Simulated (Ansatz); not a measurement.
Species: BNH$_{3}$F, charge 0, singlet. BNH3F (SMILES NBF).
B3LYP-D3(BJ)/def2-TZVP minimum from Ansatz (a program for electronic structure):
```
B
F 1 1.3429
N 1 1.3915 2 119.23
H 3 1.0048 1 122.55 2 -180.00
H 3 1.0074 4 114.50 1 -180.00
H 1 1.1918 2 118.89 3 -180.00
```

Wanted: atomisation energy (electronic, to ground-state atoms), in kJ/mol. UHF or UKS for unpaired electrons; spin-orbit terms are left out. CBS(X,Y): correlation extrapolated as X^-3, Hartree-Fock from the larger set (Q,5: extrapolated as (X+1)exp(-9√X)). A bracket is a step between two methods taken in the basis named. The functionals are non-relativistic, so their misses hold any scalar relativity. 'core' is core correlation in cc-pwCVTZ, 'X2C' scalar relativity in cc-pVTZ-DK, both at CCSD(T). Where a partner has so few electrons that a lower coupled-cluster level is exact, that level stands in.

CCSD(T)/CBS(cc-pVQZ,cc-pV5Z) + [CCSDT(Q) - CCSD(T)]/cc-pVTZ + core + X2C (Ansatz) gives 2345.2 kJ/mol.

Problem. What does PBE/def2-TZVPD (Ansatz) give here, and how do the other levels compare?

Solution. PBE gives 2390.1 kJ/mol, 44.9 kJ/mol above it. Differences of the others: B3LYP/def2-TZVPD (Ansatz) 5.1; PBE0/def2-TZVPD (Ansatz) -7.7; wB97M-V/def2-TZVPD (Ansatz) 11.7; CCSD(T)/CBS(cc-pVQZ,cc-pV5Z) + core + X2C (Ansatz) -0.2 kJ/mol. Nearer than PBE: B3LYP/def2-TZVPD, PBE0/def2-TZVPD, wB97M-V/def2-TZVPD, CCSD(T)/CBS(cc-pVQZ,cc-pV5Z) + core + X2C.
